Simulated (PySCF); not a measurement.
## Radial density of S (sulfur, neutral)

wB97X-V, [Ne] 3s2 3p4, high-spin 3P determinant. Calculation: PySCF 2.14, in aug-cc-pV(D+d)Z (5s4p3d, 32 functions); no relativity, point nucleus.

```csv
r (bohr),4πr²ρ (e/bohr),4πr²(ρα − ρβ)
0.00136,0.05936,0.0000
0.00229,0.1635,0.0000
0.00385,0.4390,0.0000
0.00648,1.143,0.0001
0.0109,2.808,0.0002
0.0183,6.274,0.0005
0.0308,11.94,0.0019
0.0518,17.48,0.0084
0.0872,17.14,0.0360
0.147,12.27,0.1197
0.247,15.17,0.2211
0.415,16.44,0.1110
0.698,5.801,0.0605
1.17,3.158,0.8529
1.97,2.883,0.9890
3.32,0.5878,0.2141
5.59,0.01978,0.0056
9.40,0.0001600,0.0000
```
